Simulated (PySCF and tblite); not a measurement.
C6H5FO, numbered as in [CH:1]#[C:2]/[CH:3]=[CH:4]\[O:5]/[CH:6]=[CH:7]/[F:8].

The ensemble was built from 90 distance-geometry starts (ETKDG and KDG, MMFF94s, GFN2-xTB) and rests on GFN2-xTB geometries. Weights use PBE0-D3(BJ)/pcSseg-1 energies plus GFN2-xTB zero-point and thermal terms (modes under about 100 cm⁻¹ blended into free rotors). Symmetry numbers and mirror images are counted. Conformers within 2.5 kcal/mol (GFN2-xTB free energy) were kept, 4 at most. Couplings: B3LYP/pcSseg-1 with pcJ-1 on H, F (gas phase; spin-dipole term only for pairs with B, N, F, Si or P). Couplings are for ¹⁹F, ¹H. (PySCF 2.14, tblite 0.8.)

Torsions listed: C3–C4–O5–C6, C4–O5–C6–C7. Of a mirror pair one member is shown.

| conformer | shape | weight % |
| --- | --- | --- |
| 1 | 180°, 180° | 77.8 |
| 2 | 162°, -16° | 22.2 |

Q: Give the couplings in each conformer and the averages at 298.15 K (pairs that fast motion interchanges averaged).

A: 
| coupling | pairs | 1 | 2 | average (Hz) |
| --- | --- | --- | --- | --- |
| ³J(H6,F8) | 1 | 7.2 | 9.3 | 7.7 |
| ²J(H7,F8) | 1 | 83.3 | 82.3 | 83.1 |
| ⁴J(H1,H3) | 1 | -3.9 | -3.9 | -3.9 |
| ⁵J(H1,H4) | 1 | 0.9 | 0.9 | 0.9 |
| ³J(H3,H4) | 1 | 7.6 | 7.6 | 7.6 |
| ³J(H6,H7) | 1 | 9.8 | 10.9 | 10.1 |

Computed couplings to fluorine can be off by tens of per cent at such levels.


Conformer gaps in pcSseg-1 on xTB geometries can be 2 kcal/mol off for S=O, P=O and other polar bonds.